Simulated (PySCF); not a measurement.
Simulated outer-valence photoelectron spectrum of `BPBN` (B2H6NP). Level of theory: EOM-IP-CCSD/aug-cc-pVDZ in PySCF, restricted Hartree–Fock reference, 8 core orbitals frozen, non-relativistic, gas phase, PBE0-D3(BJ)/def2-SVP geometry.

Each root has a Gaussian of 0.3 eV full width with its one-hole share as area; cross sections and vibrations are left out, and the highest printed point is 100.

ionisation energy (eV), intensity and a bar:
```
      8.4          2 
      8.6         43 #############
      8.8         96 #############################
      9.0         18 #####
      9.2          0 
      9.4          0 
      9.6          0 
      9.8          0 
     10.0          0 
     10.2          0 
     10.4          0 
     10.6          1 
     10.8         26 ########
     11.0        100 ##############################
     11.2         55 #################
     11.4         98 #############################
     11.6         35 ###########
     11.8         37 ###########
     12.0         98 #############################
     12.2         23 #######
     12.4          0 
     12.6          0 
     12.8          2 #
     13.0         47 ##############
     13.2         91 ###########################
     13.4         15 ####
     13.6         10 ###
     13.8         84 #########################
     14.0         59 ##################
     14.2          4 #
     14.4          0 
     14.6          0 
     14.8          0 
     15.0          0 
     15.2          0 
     15.4          0 
     15.6          0 
     15.8          1 
     16.0         35 ###########
     16.2         88 ##########################
     16.4         19 ######
     16.6          0 
     16.8          0 
     17.0          1 
     17.2         27 ########
     17.4         94 ############################
     17.6         28 #########
     17.8          1
```

Q: Where are the maxima, and how many lines lie under the curve?

A: 8 maxima, at 8.8, 11.0, 11.4, 12.0, 13.2, 13.9, 16.2 and 17.4 eV, from 8 lines.

Q: List the lines with their holes.

A: 
```json
{"E (eV)": "8.76", "leading hole (HF orbital)": "HOMO", "area": "0.95", "Koopmans (eV)": "8.88"}
{"E (eV)": "11.01", "leading hole (HF orbital)": "HOMO-1", "area": "0.95", "Koopmans (eV)": "11.83"}
{"E (eV)": "11.42", "leading hole (HF orbital)": "HOMO-2", "area": "0.93", "Koopmans (eV)": "12.46"}
{"E (eV)": "11.98", "leading hole (HF orbital)": "HOMO-3", "area": "0.94", "Koopmans (eV)": "12.93"}
{"E (eV)": "13.15", "leading hole (HF orbital)": "HOMO-4", "area": "0.93", "Koopmans (eV)": "14.22"}
{"E (eV)": "13.87", "leading hole (HF orbital)": "HOMO-5", "area": "0.93", "Koopmans (eV)": "15.10"}
{"E (eV)": "16.17", "leading hole (HF orbital)": "HOMO-6", "area": "0.86", "Koopmans (eV)": "17.93"}
{"E (eV)": "17.40", "leading hole (HF orbital)": "HOMO-7", "area": "0.90", "Koopmans (eV)": "18.81"}
```

The widest gap, 2.30 eV, lies between 13.87 and 16.17 eV. Only orbitals with −ε under 21 eV, eight at most, were ionised, so the high end of the curve may lack lines.

Conformer computed: `[BH2:1][PH:2][BH:3][NH2:4]`: B1–P2–B3–N4 -27°, H–N4–B3–P2 -178°, H–N4–B3–P2 3°.

One conformer stands for the species.
